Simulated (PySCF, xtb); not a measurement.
C4H4F2, SMILES FC1=CC[C@H]1F.

GFN2-xTB (xtb 6.7.1) at its own geometry gives an orbital gap of 4.99 eV and a dipole moment of 3.10 D.

The structure is a stationary point at PBE-D3(BJ)/def2-SVP. The structure was generated by enumeration; whether it is a known compound was not checked.

Q: What does M06-2X/def2-TZVP run with PySCF give? (The exact figures need the calculation; the answer reports its results.)

A: gap 9.59 eV (levels -8.88 and 0.71 eV), dipole 2.46 D.
